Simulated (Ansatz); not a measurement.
Ansatz (a quantum-chemistry and plane-wave program) input file for Se2, SMILES [Se]=[Se] (connectivity only; charge and spin as stated), neutral, multiplicity 3, B3LYP-D3(BJ)/def2-TZVP. 

Ansatz 0.2 input:
```yaml
crystal:
  periodic: [false, false, false]
  atoms:
    - {symbol: Se, position_ang: [0.00000000, 0.00000000, -1.08275913]}
    - {symbol: Se, position_ang: [0.00000000, 0.00000000, 1.08275913]}
basis:
  gaussian:
    orbitals: def2-TZVP
hamiltonian:
  xc: b3lyp
  dispersion: d3bj
magnetization: {spin_polarized: true, initial_magnetization: 2}
relax: {f_tol: 0.002, max_steps: 200}
```

It prints:

```
Functional definition: B3LYP
integrals: 0.04 GiB planned
679 factors; integrals over basis functions are off by at most 2.3e-4 eV
mean field: 0.60 GiB planned
mean field evaluation 1: about -130701.1287 eV, gradient 7.4e0 eV
mean field evaluation 2: about -130701.2394 eV, gradient 4.0e0 eV
mean field evaluation 4: about -130701.2840 eV, gradient 2.4e-1 eV
mean field evaluation 8: about -130701.3230 eV, gradient 1.6e-3 eV
mean field -130701.32299135 eV, -4803.1850273934 hartree, gradient 3.8e-5 eV, S^2 2.006711; 0 other end points of the search recorded, 0 dependent functions left out
the calculation of the forces begins
reference -130701.32316315 eV, -4803.1850337070 hartree; 35, 33 occupied and 61, 63 virtual orbitals, 679 factors
relax step   1: F+E_penalty+E_count = -130701.40969913 eV  Δ(F+E_penalty+E_count) = +0.000e0 eV  max|allowed force component| = 5.129e-1 eV/Å  Δτ_max = 0.0000 Å  (29 SCF iters, accepted)
these checks for a lower state are left out or cut short: starts, cluster_reference, orbital_swaps, neighbouring_geometries, increment
integrals: 0.04 GiB planned
679 factors; integrals over basis functions are off by at most 2.3e-4 eV
mean field: 0.60 GiB planned
mean field evaluation 16: about -130701.2881 eV, gradient 1.1e0 eV
mean field -130701.32855290 eV, -4803.1852317767 hartree, gradient 8.9e-6 eV, S^2 2.006765; 0 other end points of the search recorded, 0 dependent functions left out
the calculation of the forces begins
reference -130701.32872503 eV, -4803.1852381023 hartree; 35, 33 occupied and 61, 63 virtual orbitals, 679 factors
relax step   2: F+E_penalty+E_count = -130701.41518179 eV  Δ(F+E_penalty+E_count) = -5.483e-3 eV  max|allowed force component| = 9.941e-2 eV/Å  Δτ_max = 0.0137 Å  (34 SCF iters, accepted)
these checks for a lower state are left out or cut short: starts, cluster_reference, orbital_swaps, neighbouring_geometries, increment
integrals: 0.04 GiB planned
679 factors; integrals over basis functions are off by at most 2.3e-4 eV
mean field: 0.60 GiB planned
mean field -130701.32877185 eV, -4803.1852398229 hartree, gradient 1.3e-5 eV, S^2 2.006757; 0 other end points of the search recorded, 0 dependent functions left out
the calculation of the forces begins
reference -130701.32894392 eV, -4803.1852461465 hartree; 35, 33 occupied and 61, 63 virtual orbitals, 679 factors
relax step   3: F+E_penalty+E_count = -130701.41541427 eV  Δ(F+E_penalty+E_count) = -2.325e-4 eV  max|allowed force component| = 2.491e-3 eV/Å  Δτ_max = 0.0023 Å  (28 SCF iters, accepted)
these checks for a lower state are left out or cut short: starts, cluster_reference, orbital_swaps, neighbouring_geometries, increment
integrals: 0.04 GiB planned
679 factors; integrals over basis functions are off by at most 2.3e-4 eV
mean field: 0.60 GiB planned
mean field evaluation 32: about -130701.3288 eV, gradient 4.1e-3 eV
mean field -130701.32877165 eV, -4803.1852398156 hartree, gradient 1.3e-5 eV, S^2 2.006756; 0 other end points of the search recorded, 0 dependent functions left out
the calculation of the forces begins
reference -130701.32894372 eV, -4803.1852461391 hartree; 35, 33 occupied and 61, 63 virtual orbitals, 679 factors
relax step   4: F+E_penalty+E_count = -130701.41541441 eV  Δ(F+E_penalty+E_count) = -1.442e-7 eV  max|allowed force component| = 1.498e-5 eV/Å  Δτ_max = 0.0001 Å  (22 SCF iters, accepted)
integrals: 0.04 GiB planned
679 factors; integrals over basis functions are off by at most 2.3e-4 eV
mean field: 0.60 GiB planned
mean field -130701.32877165 eV, -4803.1852398156 hartree, gradient 1.3e-5 eV, S^2 2.006756; 1 other end points of the search recorded, 0 dependent functions left out
the calculation of the forces begins
reference -130701.32894372 eV, -4803.1852461391 hartree; 35, 33 occupied and 61, 63 virtual orbitals, 679 factors
Total energy: -130701.41558648 eV, -4803.1884302019 hartree
Atom 0 at    -0.000000    -0.000000    -1.094089 Å, force     0.000000     0.000000    -0.000015 eV/Å
Atom 1 at     0.000000     0.000000     1.094089 Å, force    -0.000000     0.000000     0.000015 eV/Å
Dipole moment:    -0.000000    -0.000000    -0.000000 e Å
```

The calculation finished and met its thresholds.
